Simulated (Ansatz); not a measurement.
HBr, triplet, at the geometry of the source list (a higher spin typed on purpose: for a closed-shell molecule this is an excited state); B3LYP/cc-pVTZ (Ansatz, a first-principles code).

Ansatz was given this input:
Ansatz 0.2 input:
```yaml
crystal:
  periodic: [false, false, false]
  atoms:
    - {symbol: Br, position_ang: [0.70040000, 0.00000000, 0.00000000]}
    - {symbol: H, position_ang: [-0.70040000, 0.00000000, 0.00000000]}
basis:
  gaussian:
    orbitals: cc-pVTZ
hamiltonian:
  xc: b3lyp
magnetization: {spin_polarized: true, initial_magnetization: 2}
```

Output, abridged:

```
Functional definition: B3LYP
350 factors; integrals over basis functions are off by at most 1.3e-3 eV
mean field evaluation 1: about -70057.9012 eV, gradient 9.4e0 eV
mean field evaluation 2: about -70058.1820 eV, gradient 6.8e0 eV
mean field evaluation 4: about -70058.3953 eV, gradient 1.3e-1 eV
mean field evaluation 8: about -70058.4075 eV, gradient 9.0e-3 eV
mean field evaluation 16: about -70058.4075 eV, gradient 5.3e-5 eV
a density is far from that of the atoms, so the factors are made again for it
363 factors; integrals over basis functions are off by at most 1.3e-3 eV
mean field -70058.40733629 eV, -2574.5989823146 hartree, gradient 6.5e-5 eV, S^2 2.002957; 0 other end points of the search recorded, 0 dependent functions left out
reference -70058.40749368 eV, -2574.5989880986 hartree; 19, 17 occupied and 38, 40 virtual orbitals, 363 factors
Total energy: -70058.40749368 eV, -2574.5989880986 hartree
```
